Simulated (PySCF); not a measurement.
SMILES CCc1ccc(C#N)s1 (C₇H₇NS) at its GFN2-xTB optimised geometry (Å):

```
16

C     -2.1540    -2.7069    -1.4361
C     -1.5482    -2.5312    -0.0414
C     -0.6278    -1.3610     0.0000
C      0.7375    -1.3610     0.0000
C      1.2979    -0.0731     0.0000
C      0.3460     0.9142    -0.0037
C      0.5520     2.2940    -0.0065
N      0.7278     3.4287    -0.0091
S     -1.2615     0.2482    -0.0054
H     -2.7260    -1.8245    -1.7140
H     -1.3692    -2.8570    -2.1740
H     -2.8157    -3.5689    -1.4517
H     -0.9900    -3.4287     0.2326
H     -2.3537    -2.3927     0.6838
H      1.3247    -2.2621     0.0037
H      2.3537     0.1316     0.0023
```

Computed with CAM-B3LYP/def2-TZVP in PySCF.

Map of the HOMO amplitude (bohr^(-3/2)) on the plane z = 1.0 Å; orbital energy -8.29 eV, overall sign arbitrary:

```
|=========================|
|=========================|
|=========================|
|============----=========|
|============-::-=========|
|============-..-=========|
|============-::-=========|
|========+++==============|
|=======+++++**++++++=====|
|=======+++**%%#*+++++====|
|========++*#@@%#*++++====|
|=========++*%@@%*++++====|
|===========+*###*++++====|
|========--:--=+**++++====|
|===+++==-:...:-=++++=====|
|==++++++=:   .:-=========|
|==+++++++-:...:-=========|
|==++++*#*+--:---=========|
|==++++***+===============|
|==+++++**++==============|
|==++++++++++=============|
|===++++++++++============|
|====+++++++++============|
|=====+++++++=============|
|=========================|
```
Scale: ten equal steps from -0.084 (start of ' ') to 0.085 (end of '@'), in the order ' .:-=+*#%@'; x runs from -5.50 to 5.50, y from -5.50 (bottom) to 5.50 (top).
